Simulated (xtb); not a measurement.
C₃H₆FNSi, SMILES N#CCC[SiH2]F. All values are semi-empirical tight-binding results from xtb (GFN2-xTB unless named), good for trends rather than for accurate numbers. Geometry: GFN2-xTB. This is a generated structure with no PubChem entry under its InChIKey; it may be hypothetical. The values are those of a single conformer.

Computed properties:
```json
{
  "orbital_gap": "5.66 eV",
  "dipole_moment": "3.14 D",
  "zero_point_energy": "51.7 kcal/mol",
  "G − E(el) at 298.15 K (modified RRHO)": "31.3 kcal/mol",
  "static polarisability (D4 model)": "69.6 bohr³",
  "solvation energy, GFN2-xTB/ALPB(water)": "-5.1 kcal/mol",
  "solvation energy, GFN2-xTB/ALPB(benzene)": "-5.1 kcal/mol"
}
```
